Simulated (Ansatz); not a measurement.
System: C₂H₉OSi₂ (charge 0, doublet). It need not be the lowest isomer of its formula. 
Geometry from a B3LYP-D3(BJ)/def2-TZVP (Ansatz, a quantum-chemistry and plane-wave program) optimisation:
SMILES: [CH2][SiH](C)O[SiH3]
```xyz
14

Si    -0.9068    -0.1559    -0.5474
C     -1.2401     1.6548    -0.6068
C     -1.8782    -0.9612     0.8276
O      0.7061    -0.4163    -0.3436
Si     2.0432     0.0387     0.4788
H     -1.2630    -0.7867    -1.8431
H     -0.5298     2.3698    -1.0089
H     -2.1798     2.0925    -0.2863
H     -1.6878    -2.0358     0.8579
H     -1.6118    -0.5399     1.7992
H     -2.9506    -0.8132     0.6777
H      3.1688    -0.8223     0.0567
H      1.8324    -0.1105     1.9394
H      2.3730     1.4552     0.1906
```
Charge 0, spin multiplicity 2.

Dipole moments at this geometry, in debye (magnitudes).

| level | program | dipole (D) |
|---|---|---|
| PBE/def2-TZVPD | Ansatz | 1.08 |
| revPBE/def2-TZVPD | Ansatz | 1.08 |
| r2SCAN/def2-TZVPD | Ansatz | 1.11 |
| B97M-V/def2-TZVPD | Ansatz | 1.20 |
| B3LYP/def2-TZVPD | Ansatz | ___ |
| PBE0/def2-TZVPD | Ansatz | 1.11 |
| r2SCANh/def2-TZVPD | Ansatz | 1.11 |
| r2SCAN0/def2-TZVPD | Ansatz | 1.12 |
| HSE06/def2-TZVPD | Ansatz | 1.11 |
| LC-wPBE/def2-TZVPD | Ansatz | 1.15 |
| wB97M-V/def2-TZVPD | Ansatz | 1.11 |
| wB97X-V/def2-TZVPD | Ansatz | 1.11 |
| CCSD(T)/aug-cc-pV(D+d)Z | Ansatz | ___ |

Task: Some entries are withheld; supply them.

Result: 
- B3LYP/def2-TZVPD, dipole (D): 1.08
- CCSD(T)/aug-cc-pV(D+d)Z, dipole (D): 1.06
